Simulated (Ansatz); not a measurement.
Species: C8H7FSSi, SMILES `Fc1cc([SiH3])c2ccsc2c1` (charge 0, multiplicity 1).

**Question.** Give a relaxed geometry from PBE-D3(BJ)/def2-SVP in Ansatz (an electronic-structure program).

**Answer.** the end point of this relaxation (outside a Z-matrix the atoms follow the SMILES, hydrogens last).
Z-matrix (Å, degrees):
```
C
C 1 1.4261
C 2 1.4033 1 118.34
H 3 1.1003 2 121.48 1 180.00
C 3 1.4102 4 117.84 2 180.00
F 5 1.3468 3 118.51 4 0.00
C 5 1.3941 6 118.94 3 -180.00
H 7 1.0987 5 120.16 6 0.00
C 7 1.4058 8 122.83 5 180.00
C 1 1.4422 2 129.37 3 -180.00
C 10 1.3723 1 112.92 2 -180.00
H 11 1.0972 10 127.84 1 180.00
H 10 1.0990 11 123.04 12 0.00
S 11 1.7469 12 119.06 10 -180.00
Si 2 1.8878 3 120.23 4 0.00
H 15 1.5030 2 108.63 3 0.00
H 15 1.5059 16 109.39 4 -121.18
H 15 1.5059 16 109.39 17 -117.64
```
